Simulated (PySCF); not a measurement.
**Dipole response of F⁻ (fluorine, charge -1)**

[Ne], closed-shell 1S. Computed with PySCF 2.14 in aug-cc-pCVQZ-DK (9s8p6d4f2g, 109 functions), with the spin-free X2C one-electron Hamiltonian (Gaussian nucleus). Coupled (time-dependent) response in atomic units; α is the mean over directions.

| method | mean α (bohr³) | C₆ (like pair) | S(−4) |
| --- | --- | --- | --- |
| UHF | 8.237 | 32.33 | 34.94 |
| PBE0 | 10.63 | 45.01 | 67.65 |

S(−4) is the Cauchy moment in α(ω) = α(0) + S(−4) ω² + …

α(iu) at PBE0:

| u (hartree) | α(iu) (bohr³) |
| --- | --- |
| 0 | 10.63 |
| 0.0500 | 10.46 |
| 0.100 | 10.02 |
| 0.200 | 8.720 |
| 0.300 | 7.424 |
| 0.500 | 5.456 |
| 0.750 | 3.864 |
| 1.00 | 2.843 |
| 1.50 | 1.702 |
| 2.00 | 1.132 |
| 3.00 | 0.6091 |
| 5.00 | 0.2631 |

A single London oscillator, α(iu) = α/(1 + u²/ω²), gives C₆ = (3/4) ω α². Matching the computed C₆ needs ω = 4 × 45.01 / (3 × 10.63²) = 0.531 hartree.

For an ion, C₆ is the dispersion term alone; charge-induced terms of lower order in 1/R come first.
